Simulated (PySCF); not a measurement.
Screening by computed properties: pick the candidate that meets the target.

Species are written as SMILES; each is one conformer at its optimised geometry, gas phase, non-relativistic unless stated; the electronic structure was computed with PySCF and density fitting.

Dipoles, sizes and rotational constants follow the conformer. The torsions of the flexible species, by atom-mapped SMILES:
- `[CH2:1]=[C:2]=[CH:3][C@H:4](/[CH:5]=[CH:6]\[CH3:7])[CH2:8][F:9]`: C2–C3–C4–C5 -120°, C3–C4–C5–C6 102°, C3–C4–C8–F9 60°
- `[CH3:1][C@:2]12[CH2:3][C@:4]([CH:5]3[CH2:6][CH2:7][CH2:8]3)([CH2:9]1)[CH2:10]2`: C3–C4–C5–C6 173°
- `[CH2:1]=[CH:2][C:3](=[CH2:4])[C:5](=[CH2:6])[CH2:7][CH2:8][F:9]`: C1–C2–C3–C4 175°, C2–C3–C5–C6 -65°, C3–C5–C7–C8 -69°, C5–C7–C8–F9 177°
- `[S:1]=[PH:2]([CH:3]1[CH2:4][CH2:5]1)[CH:6]1[CH2:7][CH2:8]1`: S1–P2–C3–C4 34°, S1–P2–C6–C7 -46°
- `[CH2:1]=[CH:2][C+:3]([CH3:4])[CH2:5][C:6]([F:7])([F:8])[F:9]`: C1–C2–C3–C4 175°, C2–C3–C5–C6 -77°, C3–C5–C6–F7 -177°
- `[CH2:1]=[CH:2][C@@:3]1([C:4](=[O:5])[Cl:6])[CH2:7][C@@H:8]1[C:9]([F:10])([F:11])[F:12]`: C1–C2–C3–C4 113°, C2–C3–C4–O5 160°, C7–C8–C9–F10 123°
- `[CH:1]#[C:2]/[C:3]([Cl:4])=[C:5](/[CH2:6][CH2:7][F:8])[O:9][CH:10]([F:11])[F:12]`: C3–C5–C6–C7 -75°, C5–C6–C7–F8 -66°, C3–C5–O9–C10 149°, C5–O9–C10–F11 90°
- `[CH3:1][C@@H:2]([SiH3:3])[Si@H:4]1[CH2:5][SiH2:6][C@@H:7]1[C:8]#[N:9]`: C1–C2–Si4–C5 -174°

The conformers of `C1=C[C@H](c2cccs2)[SiH2]C1` aren't listed.

(1) Wanted: HOMO–LUMO gap below 5.9 eV (PBE0/pcSseg-1) and HOMO energy below -8 eV (PBE0/pcSseg-1), at GFN2-xTB geometries. Which candidate meets both?
A. `FC([C@@H]1[C@@](C=C)(C1)C(=O)Cl)(F)F`
B. `C=C=C[C@H](/C=C\C)CF`
C. `C1=C[C@H](c2cccs2)[SiH2]C1`
D. `C1([PH](=S)C2CC2)CC1`
E. `C[C@]12C[C@](C3CCC3)(C1)C2`
F. `C=C[C+](C)CC(F)(F)F`
G. `C=CC(=C)C(=C)CCF`

(2) Wanted: dipole moment between 1.9 D and 4.6 D (PBE0/pcSseg-1) and smallest rotational constant below 0.5 GHz (GFN2-xTB), at GFN2-xTB geometries. Which candidate meets both?
A. `S=[PH](C1CC1)C1CC1`
B. `C=C=C[C@H](/C=C\C)CF`
C. `C[C@@H]([SiH3])[Si@H]1C[SiH2][C@@H]1C#N`
D. `FCCC(=C)C(=C)C=C`
E. `C#C/C(Cl)=C(/CCF)OC(F)F`

## Answers

(1) F. Computed values:
```csv
species,HOMO–LUMO gap,HOMO energy
C=C[C+](C)CC(F)(F)F,5.21 eV,-14.45 eV
C=CC(=C)C(=C)CCF,5.78 eV,-6.82 eV
C1=C[C@H](c2cccs2)[SiH2]C1,5.98 eV,-6.28 eV
FC([C@@H]1[C@@](C=C)(C1)C(=O)Cl)(F)F,6.69 eV,-8.09 eV
C=C=C[C@H](/C=C\C)CF,7.02 eV,-7.02 eV
C1([PH](=S)C2CC2)CC1,7.47 eV,-6.66 eV
C[C@]12C[C@](C3CCC3)(C1)C2,9.23 eV,-7.77 eV
```

(2) E. Computed values:
```csv
species,dipole moment,smallest rotational constant
FCCC(=C)C(=C)C=C,1.75 D,0.985 GHz
C=C=C[C@H](/C=C\C)CF,2.02 D,0.763 GHz
C#C/C(Cl)=C(/CCF)OC(F)F,2.46 D,0.418 GHz
S=[PH](C1CC1)C1CC1,4.23 D,0.907 GHz
C[C@@H]([SiH3])[Si@H]1C[SiH2][C@@H]1C#N,5.02 D,0.570 GHz
```
